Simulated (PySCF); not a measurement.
Bromine: a sound run and one with changed settings

Sound run: Br⁺ [Ar] 3d10 4s2 4p4, Br²⁺ [Ar] 3d10 4s2 4p3. Calculation: PySCF 2.14, in 6-31G*; the non-relativistic Hamiltonian (point nucleus). In the sound run the correlated levels freeze [Ar] 3d10. The sound run starts from symmetry-adapted Hartree-Fock orbitals and uses a fine grid where one is needed.

A second run was set up differently.

| species | method | sound run (hartree) | changed run (hartree) | converged |
| --- | --- | --- | --- | --- |
| Br⁺ | UHF | -2571.68804 | -2571.68804 | yes |
| Br⁺ | BP86 | -2573.63422 | -2573.63422 | yes |
| Br⁺ | TPSS | -2573.27307 | -2573.27307 | yes |
| Br⁺ | MP2 | -2571.75956 | -2571.75413 | yes |
| Br⁺ | CCSD(T) | -2571.77624 | -2571.77624 | yes |
| Br²⁺ | UHF | -2570.94546 | -2570.94546 | yes |
| Br²⁺ | BP86 | -2572.84060 | -2572.84060 | yes |
| Br²⁺ | TPSS | -2572.48513 | -2572.48513 | yes |
| Br²⁺ | MP2 | -2571.00383 | -2570.99928 | yes |
| Br²⁺ | CCSD(T) | -2571.01969 | -2571.01969 | yes |

Ionisation energy of Br⁺:

```csv
method,sound run (eV),changed run (eV)
UHF,20.207,20.207
BP86,21.596,21.596
TPSS,21.441,21.441
MP2,20.565,20.541
SCS-MP2,20.578,20.554
CCSD,20.578,20.578
CCSD(T),20.587,20.587
```

Problem. What was changed?
A. level shift left on
B. too few SCF iterations
C. basis contracted for another Hamiltonian
D. radial grid too coarse

Solution. A. It used initial guess minao, at most 50 SCF cycles, level shift 0.1 hartree. A level shift leaves the converged SCF energy unchanged but raises the virtual orbital energies, which shrinks MP2 if it is not removed.
